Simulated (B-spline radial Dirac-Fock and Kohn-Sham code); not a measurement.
Nd¹¹⁺: scattering cross sections and density moments

System: Nd¹¹⁺ in the configuration [Kr] 4d10 4f1 5s2.

Input file task.json (cfg lists n, l and occupation; rrms is the nuclear radius in fm):

```json
{"items": [{
  "Z": 60,
  "q": 11,
  "cfg": [[1, 0, 2], [2, 0, 2], [2, 1, 6], [3, 0, 2], [3, 1, 6], [3, 2, 10], [4, 0, 2], [4, 1, 6], [4, 2, 10], [4, 3, 1], [5, 0, 2]],
  "A": 142,
  "rrms": 4.9123,
  "do": ["scatter"],
  "s": [0.0, 0.09, 0.11, 0.13, 0.15, 0.18, 0.22, 0.26, 0.31, 0.37, 0.44, 0.52, 0.62, 0.74, 0.88, 1.04, 1.24, 1.47, 1.75, 2.08, 2.48, 2.95, 3.5],
  "pz": [0, 0.1, 0.2, 0.3, 0.4, 0.5, 0.6, 0.8, 1.0, 1.2, 1.4, 1.6, 1.8, 2.0, 2.5, 3.0, 4.0, 5.0, 7.0, 10.0, 15.0, 20.0, 30.0, 40.0, 60.0, 100.0],
  "hv_scatter": [5000, 8047.8, 10000, 30000, 50000, 100000, 200000, 500000]
}]}
```

Launch: `python xray_run.py task.json out`

These are calculated numbers from a radial finite-basis atomic code; the model is configuration-average Dirac-Fock orbitals.

```
Sum of ⟨r⟩                          : 20.40 bohr
Sum of ⟨r²⟩                         : 14.52 bohr²
Sum of ⟨1/r⟩                        : 384.91 per bohr
Langevin diamagnetic susceptibility : -11.5 × 10⁻⁶ cm³/mol
Lamb shielding (α²/3)Σ⟨1/r⟩         : 6832 ppm
```

Coherent scattering is the Thomson cross section weighted by f₀², without anomalous dispersion; incoherent scattering is Klein-Nishina weighted by S. The Lamb formula is the non-relativistic shielding expression. Electron correlation is left out.

```
hν (keV)  coherent (b)  incoherent (b)  incoherent per electron (b)
       5          1195           3.684                       0.0752
  8.0478         882.9           6.376                        0.130
      10         732.4           7.918                        0.162
      30         208.0           16.82                        0.343
      50         96.65           19.61                        0.400
     100         30.79           20.62                        0.421
     200         8.926           18.59                        0.379
     500         1.576           13.88                        0.283
```

Incoherent scattering overtakes coherent scattering between 100 and 200 keV.
